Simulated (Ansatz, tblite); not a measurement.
Removing and adding an electron: Si30H34, a nanocrystal cut from hexagonal silicon. Total charge 0; singlet. Geometry: PBE-D4/def2-SVP. Ansatz, gas phase; energy differences of separate SCF runs; the oxidised species was run as a doublet alone; the reduced species was run as a doublet alone.

```xyz
64

Si    3.715    0.487   -2.657
Si    3.673   -0.891   -0.751
Si    4.410    2.631    0.694
Si    4.073    0.361    1.218
Si    1.178   -3.166   -2.612
Si    1.561   -1.916   -0.644
Si    1.491   -3.335    1.227
Si    2.220    0.169    2.657
Si    1.880   -2.094    3.207
Si   -0.621   -4.368    1.275
Si    0.037   -2.265    4.660
Si    2.100    2.177   -2.388
Si    2.498    3.433   -0.421
Si   -0.398   -0.094   -4.250
Si   -0.733   -2.363   -3.724
Si   -0.011    1.151   -2.280
Si   -0.079   -0.254   -0.400
Si    0.639    3.254    1.011
Si    0.308    0.994    1.567
Si   -2.577   -2.535   -2.273
Si   -2.186   -1.285   -0.308
Si   -2.258   -2.703    1.564
Si   -1.550    0.804    2.995
Si   -1.873   -1.462    3.544
Si   -1.658    2.810   -2.050
Si   -1.280    4.069   -0.081
Si   -3.755    1.745   -1.987
Si   -3.835    0.373   -0.078
Si   -3.125    3.900    1.370
Si   -3.459    1.629    1.894
H     5.087    1.083   -2.858
H     3.373   -0.337   -3.874
H     4.726   -1.969   -0.871
H     5.632    2.793   -0.177
H     4.621    3.417    1.965
H     5.297   -0.199    1.906
H     2.381   -3.060   -3.516
H     0.991   -4.621   -2.254
H     2.574   -4.379    1.081
H     2.448    0.981    3.911
H     3.122   -2.634    3.878
H    -0.858   -5.074   -0.038
H    -0.694   -5.390    2.383
H    -0.167   -3.700    5.082
H     0.288   -1.435    5.895
H     2.123    3.108   -3.578
H     2.692    4.882   -0.804
H     0.786    0.049   -5.175
H    -1.613    0.454   -4.959
H    -0.980   -3.161   -4.983
H     0.884    4.031    2.284
H    -2.811   -3.982   -1.910
H    -3.820   -2.020   -2.957
H    -3.629   -3.334    1.638
H    -1.280    1.609    4.245
H    -3.087   -1.589    4.436
H    -1.584    3.732   -3.246
H    -1.055    5.513   -0.468
H    -3.913    0.889   -3.220
H    -4.872    2.759   -1.966
H    -5.185   -0.300    0.018
H    -2.847    4.675    2.635
H    -4.359    4.475    0.719
H    -4.659    1.477    2.799
```

The xTB rows come from tblite. Single mean-field runs in def2-SVP are fitted with def2-universal-jkfit. HOMO above LUMO, or a gap near zero within one spin, warns that the state may not be the lowest or that an electron is smeared out.

```
           level  −HOMO (eV)  vertical IE (eV)  −LUMO (eV)  vertical EA (eV)  HOMO–LUMO gap (eV)  IE − EA (eV)                                                                   remarks
        GFN1-xTB       11.12             12.25        8.89              7.65                2.23          4.60                                                                         –
        GFN2-xTB        8.58              9.79        6.01              4.75                2.57          5.04                                                                         –
 PBE-D4/def2-SVP        5.89                 –        2.42              1.25                3.46             –  HOMO above zero (-1 doublet), gap within one spin near zero (-1 doublet)
PBE0-D4/def2-SVP        6.82              7.79        1.81              1.02                5.01          6.77                                                                         –
```

Run but left out: PBE-D4/def2-SVP (charge +1 doublet: an occupied level 0.02 eV above an empty one).   A HOMO above zero means that the electron is unbound at that level or that self-interaction error raises the level; the energy of removing that electron tells which. Raw xTB energy differences between charge states are shifted by several eV; the methods need an empirical correction for them. Sets without diffuse functions give affinities that are too small.
